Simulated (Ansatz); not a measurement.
`[Cl][SnH2][GeH3]` + HBr → `[Cl][SnH2][Br]` + GeH₄ at 298.15 K and 1 bar (cleavage of the Sn–Ge bond).

Isolated molecules relaxed with PBE0-D4/def2-TZVP in Ansatz; ΔE leaves out vibrations. CCSD(T)/CBS adds triple-zeta CCSD(T) − MP2 to the extrapolated MP2 energy (def2 sets, frozen cores). def2 core potentials past Kr. For Br, Ge, Sn outer-core shells are correlated without core-valence functions, which leaves a few kJ/mol of doubt a bond. Scalar relativity is left out up to krypton.

```csv
species,CCSD(T)/CBS energy (Eh),H − E (kJ/mol),S (J/(mol·K))
`[Cl][SnH2][GeH3]`,-2752.95817,120.5,365.5
HBr,-2573.91920,24.6,198.6
`[Cl][SnH2][Br]`,-3248.40375,57.5,331.9
GeH₄,-2078.49493,88.5,217.3
```

H − E and S are ideal-gas, rigid-rotor, harmonic terms from PBE0-D4/def2-TZVP. 1 Eh = 2625.50 kJ/mol, R = 8.31446 J/(mol·K).

Problem. By hand: ΔE, ΔH, ΔS and ΔG.

Solution. ΔE = (-3248.40375) + (-2078.49493) − (-2752.95817) − (-2573.91920) = -0.02131 Eh = -55.9 kJ/mol. Δ(H − E) = 57.5 + 88.5 − 120.5 − 24.6 = 0.9, so ΔH = -55.0 kJ/mol. ΔS = 331.9 + 217.3 − 365.5 − 198.6 = -14.9 J/(mol·K). ΔG = -55.0 − 298.15 × (-14.9)/1000 = -50.6 kJ/mol.

Problem. By hand: the equilibrium constant, and the temperature at which ΔG would vanish if ΔH and ΔS stayed fixed.

Solution. log₁₀ K = −ΔG/(RT ln 10) = 8.9. ΔG = 0 at ΔH/ΔS = 3691 K, far beyond where these terms or the molecules hold.

The number of gas molecules stays the same, so ΔS is small and ΔH decides. A doubt of 5 kJ/mol in ΔE shifts log₁₀ K by 0.9 here. These are equilibria of isolated gas molecules and say nothing of rates. Largest T1 diagnostic: 0.012 (customary marks: 0.02 for closed shells, 0.045 for open ones).
